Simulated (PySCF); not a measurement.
Isomers of C7H9NO, one conformer each; single-point electronic energies without zero-point terms and without any empirical dispersion term.

All values: CAM-B3LYP/def2-SVPD (PySCF, non-relativistic), each on one gas-phase PBE0-D3(BJ)/def2-SVP geometry that isn't relaxed in the solvent. The solvent is an IEF-PCM continuum (cavity from Bondi-type radii × 1.2). The model holds no explicit solvent molecules, cavitation or dispersion.

| isomer | relative energy, gas (kcal/mol) | dipole (D) |
| --- | --- | --- |
| `C=CC(=C)C(=C)C(N)=O` | 0.0 | 3.62 |
| `C(C[C@@H]1CC[C@@H]2[C@H]1O2)#N` | 2.8 | 2.73 |

**Question.** How do the relative energies look in acetone (ε = 20.49)?

**Answer.** 
```json
{"isomer": "`C=CC(=C)C(=C)C(N)=O`", "relative energy, solvent (kcal/mol)": "0.0", "E(solvent) − E(gas) (kcal/mol)": "-10.3", "dipole in solvent (D)": "5.14"}
{"isomer": "`C(C[C@@H]1CC[C@@H]2[C@H]1O2)#N`", "relative energy, solvent (kcal/mol)": "4.2", "E(solvent) − E(gas) (kcal/mol)": "-8.9", "dipole in solvent (D)": "3.77"}
```

The order is unchanged. Conformers: `[CH2:1]=[CH:2][C:3](=[CH2:4])[C:5](=[CH2:6])[C:7]([NH2:8])=[O:9]` with C1–C2–C3–C4 -164°, C2–C3–C5–C6 39°, C3–C5–C7–N8 -144°, C5–C7–N8–H 15° and 180°; `[N:1]#[C:2][CH2:3][C@@H:4]1[CH2:5][CH2:6][C@H:7]2[O:8][C@@H:9]12` with C2–C3–C4–C5 57°, C3–C4–C5–C6 -95°, C4–C5–C6–C7 -27°, C5–C6–C7–O8 -47°, C6–C7–O8–C9 99°. `C=CC(=C)C(=C)C(N)=O` gains most from the continuum, and it has the largest gas-phase dipole. The gains span 1.4 kcal/mol, the gas-phase energies 2.8 kcal/mol.
